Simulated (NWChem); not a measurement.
Species: SrHSCl; SMILES [Sr]([Cl])[SH]

```xyz
4

Sr    -0.4742    -0.0375     0.0001
Cl     0.5433    -2.4375    -0.0001
S      0.5900     2.4884     0.0001
H     -0.6578     3.0481    -0.0040
```
Atoms are numbered in this order, from 1.

Program: NWChem. The geometry was optimised at PBE-D3(BJ)/def2-SVP. def2 effective core potentials on Sr; no spin-orbit coupling. B3LYP is NWChem's, with the RPA form of VWN correlation. Ions are spin-unrestricted doublets at the neutral geometry; other ion states weren't tried.

```csv
level,"vertical ionisation energy, ΔSCF (eV)",−ε(HOMO) (eV),ΔSCF minus −ε(HOMO) (eV)
B3LYP/def2-SVP,[?],[?],[?]
PBE/def2-SVP,8.37,5.23,3.14
LRC-wPBEh/def2-SVP,8.71,8.18,0.53
r2SCAN/def2-SVP,8.50,5.44,3.06
Hartree-Fock/def2-SVP,7.55,8.90,-1.35
```

Q: Some entries are withheld; supply them.

A: 
- B3LYP/def2-SVP, vertical ionisation energy, ΔSCF (eV): 8.57
- B3LYP/def2-SVP, −ε(HOMO) (eV): 6.07
- B3LYP/def2-SVP, ΔSCF minus −ε(HOMO) (eV): 2.50
